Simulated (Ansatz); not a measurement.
Born–Oppenheimer molecular dynamics of C₃H₁₂AlBSi (18 atoms, charge 0, multiplicity 1). It starts from a relaxed structure.

Computed with Ansatz 0.2.0, UKS B3LYP-D4/STO-3G.

```
ensemble                      : NVE (velocity Verlet)
time step                     : 0.5 fs
steps asked                   : 101
starting velocities drawn for : 700 K
seed                          : 606730
```

First frame:

```xyz
18
Properties=species:S:1:pos:R:3
C 1.422 -1.380 -1.343
B 0.856 -0.850 0.035
C -0.228 0.210 0.185
C -1.028 0.613 -1.099
Al 0.829 1.703 0.841
Si -1.399 -0.187 1.617
H 1.144 -0.774 -2.216
H 2.517 -1.489 -1.329
H 1.020 -2.394 -1.516
H 1.351 -1.284 1.012
H -1.653 -0.220 -1.460
H -0.357 0.896 -1.925
H -1.701 1.468 -0.916
H 1.554 1.595 2.147
H 0.814 2.963 0.028
H -2.194 0.974 1.955
H -0.672 -0.590 2.797
H -2.312 -1.241 1.238
```

**Question.** How far do the bonds stretch over the last three quarters of this one trajectory? (Pairs bonded in most of those frames.)

**Answer.** 
```json
{"bond": "C1–B2", "mean (Å)": "1.602", "spread (Å)": "0.037", "shortest": "1.54", "longest": "1.65"}
{"bond": "C1–H7", "mean (Å)": "1.113", "spread (Å)": "0.066", "shortest": "1.01", "longest": "1.20"}
{"bond": "C1–H8", "mean (Å)": "1.103", "spread (Å)": "0.021", "shortest": "1.07", "longest": "1.14"}
{"bond": "C1–H9", "mean (Å)": "1.107", "spread (Å)": "0.022", "shortest": "1.07", "longest": "1.15"}
{"bond": "B2–C3", "mean (Å)": "1.538", "spread (Å)": "0.021", "shortest": "1.50", "longest": "1.57"}
{"bond": "B2–H10", "mean (Å)": "1.178", "spread (Å)": "0.013", "shortest": "1.16", "longest": "1.20"}
{"bond": "C3–C4", "mean (Å)": "1.575", "spread (Å)": "0.039", "shortest": "1.52", "longest": "1.64"}
{"bond": "C3–Al5", "mean (Å)": "1.978", "spread (Å)": "0.038", "shortest": "1.93", "longest": "2.04"}
{"bond": "C3–Si6", "mean (Å)": "1.929", "spread (Å)": "0.050", "shortest": "1.85", "longest": "1.99"}
{"bond": "C4–H11", "mean (Å)": "1.105", "spread (Å)": "0.012", "shortest": "1.08", "longest": "1.12"}
{"bond": "C4–H12", "mean (Å)": "1.107", "spread (Å)": "0.040", "shortest": "1.04", "longest": "1.17"}
{"bond": "C4–H13", "mean (Å)": "1.106", "spread (Å)": "0.026", "shortest": "1.06", "longest": "1.15"}
{"bond": "Al5–H14", "mean (Å)": "1.500", "spread (Å)": "0.031", "shortest": "1.46", "longest": "1.55"}
{"bond": "Al5–H15", "mean (Å)": "1.500", "spread (Å)": "0.014", "shortest": "1.48", "longest": "1.52"}
{"bond": "Si6–H16", "mean (Å)": "1.454", "spread (Å)": "0.038", "shortest": "1.40", "longest": "1.52"}
{"bond": "Si6–H17", "mean (Å)": "1.454", "spread (Å)": "0.059", "shortest": "1.36", "longest": "1.54"}
{"bond": "Si6–H18", "mean (Å)": "1.449", "spread (Å)": "0.029", "shortest": "1.40", "longest": "1.49"}
```

Mean temperature of the second half: 365 K. The conserved energy stayed within 0.65 meV per atom of its start (net change 0.44 meV per atom), so the integration is sound. The temperature averaged 0.52 of the 700 K drawn at the start: a run that starts near a minimum puts about half its kinetic energy into the potential. A run of 0.051 ps of so small a system gives no equilibrium averages. Limits of this set-up: minimal basis.

Run time: 13 min on 1 thread of Arm Neoverse V1 (shared host), peak memory 0.2 GiB.
